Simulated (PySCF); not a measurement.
## Electron correlation in Ti²⁺ (titanium, charge +2)

[Ar] 3d1 4s1, high-spin 3D determinant (an excited configuration). Computed with PySCF 2.14 in dyall-av2z, with no relativity, point nucleus. Frozen: [Ar]; 2 electrons correlated; the 25 highest virtual orbitals of each spin left out.

With two correlated electrons CCSD is exact within the correlated space (frozen core and kept virtual orbitals).

```csv
level,correlation energy (mhartree)
CCSD,-3.68
```

Diagnostics: T1 = 0.0043, D1 = 0.0083, largest double amplitude 0.011.

Cost of the coupled-cluster step: of the order of 10 core-seconds, for 2 correlated electrons.
